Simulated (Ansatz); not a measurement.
Forces away from equilibrium

HTeS (SMILES S[Te]), doublet, at a frame of a short PBE0-D4/def2-SVP trajectory.

```xyz
3
angstrom
S -0.5906 0.5361 -0.2619
Te 1.4761 0.1847 0.8284
H -0.8422 -0.6944 -0.5398
```

Program: Ansatz 0.2.0. Basis: def2-TZVPP. Cores are frozen in the correlated methods; orbitals are unrestricted. Filled d shells of the heavier atoms are correlated. Core potentials replace the inner electrons of the atoms past krypton. The def2 sets are not built for correlating such inner shells, so the correlated values are less sure here.

CCSD(T) forces from the calculation:
```tsv
atom	Fx	Fy	Fz (eV/Å)
S1	0.441	1.535	0.416
Te2	-0.115	0.024	-0.060
H3	-0.326	-1.559	-0.356
```

Root-mean-square difference of the force components from those of CCSD(T): PBE-D4 0.198; r2SCAN-D4 0.090; PBE0-D4 0.134; wB97M-V 0.106 eV/Å.

T1 diagnostic: at most 0.018. ⟨S²⟩ of the unrestricted Hartree–Fock references: 0.76 (a pure state has 0.75).

For scale, one of the runs: CCSD(T)/def2-TZVPP forces, 106 basis functions, launched by `ansatz run in.yaml --threads 2 --pin off --events-out ev --progress --plain --max-ram 3481MiB`. Time: 120 s of wall clock on 2 CPU threads of an Arm Neoverse V2; the host was shared. Peak host memory: 1.4 GiB.
